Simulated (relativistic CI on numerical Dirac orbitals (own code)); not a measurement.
## Electric-dipole lines of Os⁴⁸⁺

Calculated at this level of theory: Dirac-Coulomb-Breit CI, orbitals from a KLI potential per configuration, a model potential for QED, unscaled Slater integrals (own radial code, finite nucleus).

Configuration list (outside the closed core [Ne]): 3s²3p⁶3d¹⁰, 3s²3p⁶3d⁹4s, 3s²3p⁶3d⁹4p, 3s²3p⁶3d⁹4d, 3s²3p⁵3d¹⁰4s, 3s²3p⁶3d⁹4f, 3s²3p⁵3d¹⁰4p, 3s²3p⁶3d⁸4s², 3s²3p⁵3d¹⁰4d, 3s²3p⁶3d⁸4s4p, 3s3p⁶3d¹⁰4s, 3s²3p⁶3d⁹5s, 3s²3p⁵3d¹⁰4f, 3s²3p⁶3d⁸4p², 3s²3p⁶3d⁸4s4d, 3s²3p⁶3d⁹5p. Levels of other configurations are missing.

```csv
λ vac (nm),Lower,Upper,A (s⁻¹),log gf,S velocity/length
0.48474,3s²3p⁶3d¹⁰ ¹S0 [1],3s²3p⁵3d¹⁰4d ¹P°1 [72],1.14e+14,0.08,0.97
0.52850,3s²3p⁶3d¹⁰ ¹S0 [1],3s²3p⁶3d⁹4f ¹P°1 [59],4.86e+14,0.79,0.95
0.54652,3s²3p⁶3d¹⁰ ¹S0 [1],3s²3p⁶3d⁹4f ³D°1 [51],1.57e+14,0.33,0.95
2.6003,3s²3p⁶3d⁹4s ³D3 [2],3s²3p⁵3d¹⁰4s ³P°2 [33],2.00e+12,0.01,0.92
2.6003,3s²3p⁶3d⁹4p ³F°4 [10],3s²3p⁵3d¹⁰4p ³D3 [61],1.74e+12,0.09,0.91
4.4895,3s²3p⁶3d⁹4p ³F°3 [7],3s²3p⁶3d⁹4d ³F3 [21],5.56e+11,0.07,0.96
4.5106,3s²3p⁶3d⁹4p ³P°2 [6],3s²3p⁶3d⁹4d ³D2 [20],7.59e+11,0.06,0.96
4.5459,3s²3p⁶3d⁹4p ³F°2 [8],3s²3p⁶3d⁹4d ³G3 [29],9.51e+11,0.31,1.05
4.5554,3s²3p⁶3d⁹4p ³F°3 [7],3s²3p⁶3d⁹4d ³G4 [19],9.47e+11,0.42,1.05
5.5037,3s²3p⁶3d⁹4s ³D3 [2],3s²3p⁶3d⁹4p ³D°3 [13],3.25e+11,0.01,0.96
5.5521,3s²3p⁶3d⁹4s ¹D2 [3],3s²3p⁶3d⁹4p ³D°3 [13],2.40e+11,-0.11,1.02
5.6061,3s²3p⁶3d⁹4s ¹D2 [3],3s²3p⁶3d⁹4p ¹P°1 [12],5.17e+11,-0.14,0.92
5.6315,3s²3p⁶3d⁹4s ³D2 [5],3s²3p⁶3d⁹4p ³F°3 [16],5.36e+11,0.25,1.04
5.6364,3s²3p⁶3d⁹4s ¹D2 [3],3s²3p⁶3d⁹4p ¹D°2 [11],4.28e+11,0.01,0.96
5.6388,3s²3p⁶3d⁹4s ³D3 [2],3s²3p⁶3d⁹4p ³F°4 [10],5.32e+11,0.36,1.05
6.6219,3s²3p⁶3d⁹4d ³G4 [19],3s²3p⁶3d⁹4f ³H°5 [40],2.79e+11,0.31,1.09
6.9035,3s²3p⁶3d⁹4p ³D°3 [13],3s²3p⁶3d⁹4d ³F4 [26],2.53e+11,0.21,1.03
6.9273,3s²3p⁶3d⁹4p ³F°3 [16],3s²3p⁶3d⁹4d ³G4 [32],3.39e+11,0.34,1.06
6.9337,3s²3p⁶3d⁹4p ³F°4 [10],3s²3p⁶3d⁹4d ³G5 [23],3.36e+11,0.42,1.08
7.3628,3s²3p⁶3d⁹4d ³G5 [23],3s²3p⁶3d⁹4f ³H°6 [43],2.18e+11,0.36,1.10
```

Terms are leading LS components. Brackets give the number of a level in order of energy, since labels repeat. The list gives strong lines, with weight on those to low levels, among the lowest 200 of 455 levels, so that lines to higher ones, which can be the strongest, are missing. Levels whose partners in the same complex of configurations lie outside the list can be far off, and so can their lines. Rates are taken at the computed energies, electric ones in the length gauge. A velocity-to-length ratio far from 1 marks an uncertain rate.

At this charge energies of transitions that change n are usually good to better than 1 %, and those within a shell (Δn = 0) to a few per cent.

Question: From the table, what is the radiative lifetime of 3s²3p⁶3d⁹4p ³D°3?

Answer: The listed rates from this level add up to about 5.65e+11 s⁻¹, 100 % of its decay; with all channels τ = 1.77e-12 s.

LS names give the leading component of a level, which can be under half, so a name can repeat, a term be missing and a line seem to break the LS rules.
